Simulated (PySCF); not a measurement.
# Ionisation energy of Br+ by level of theory

Br+ [Ar] 3d10 4s2 4p4 (3P) → Br(2+) [Ar] 3d10 4s2 4p3 (4S), as a difference of total energies. Computed with PySCF 2.14 in jorge-DZP-DKH, with the spin-free X2C one-electron Hamiltonian (Gaussian nucleus). Correlated levels: valence: [Ar] 3d10 frozen. The calculations carry no spin-orbit coupling.

```json
{"method": "UHF", "ionisation energy (eV)": "20.230"}
{"method": "TPSS", "ionisation energy (eV)": "21.386"}
{"method": "MP2 (valence)", "ionisation energy (eV)": "20.391"}
{"method": "SCS-MP2 (valence)", "ionisation energy (eV)": "20.399"}
{"method": "CCSD (valence)", "ionisation energy (eV)": "20.410"}
```

Estimate what M06-2X gives.

21.264 eV, closest to TPSS among the rows shown.

Estimate what CCSD(T) (valence) gives.

20.413 eV, closest to CCSD (valence) among the rows shown.

Errors of the correlated levels include the incompleteness of this basis and the frozen core.

For comparison: 21.409 eV (measured; NIST levels, between the centres of gravity of the two terms).
